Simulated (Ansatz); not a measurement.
C₂H₃ClGaNO, SMILES `[CH3][Ga]([Cl])[N]=C=O`. Total charge 0; spin multiplicity 1. The geometry is a stationary point of PBE0-D4/def2-TZVP. It is one conformer, not always the lowest.

```xyz
9

C    -1.680   -0.583    0.471
Ga   -0.156    0.221   -0.414
Cl   -0.266    1.285   -2.268
N     1.536    0.122    0.283
C     2.672    0.454    0.068
O     3.790    0.742   -0.080
H    -1.599   -1.671    0.414
H    -1.686   -0.300    1.525
H    -2.611   -0.270    0.001
```

Question: What is the dipole moment at B3LYP/def2-TZVPP? (An estimate is asked.)

Answer: Computed: 3.64 D, with components (-3.08, -1.37, 1.36) D in this frame, pointing from negative to positive charge.

Question: And with PBE, r2SCAN, ωB97M-V? (An estimate is asked.)

Answer: Ansatz gave: PBE 3.49 D, r2SCAN 3.59 D, ωB97M-V 3.60 D.

Question: Give the Mulliken charges with B3LYP, r2SCAN, ωB97M-V in def2-TZVPP. (Best estimate.)

Answer: The calculation gave: 
| atom | B3LYP | r2SCAN | ωB97M-V |
| --- | --- | --- | --- |
| C1 | -0.37 | -0.30 | -0.45 |
| Ga2 | 0.54 | 0.57 | 0.57 |
| Cl3 | -0.27 | -0.28 | -0.25 |
| N4 | -0.27 | -0.33 | -0.34 |
| C5 | 0.24 | 0.31 | 0.32 |
| O6 | -0.21 | -0.23 | -0.24 |
| H7 | 0.11 | 0.08 | 0.13 |
| H8 | 0.11 | 0.09 | 0.13 |
| H9 | 0.12 | 0.09 | 0.13 |

B3LYP here is the variant with VWN-RPA as its local correlation; programs differ in this.
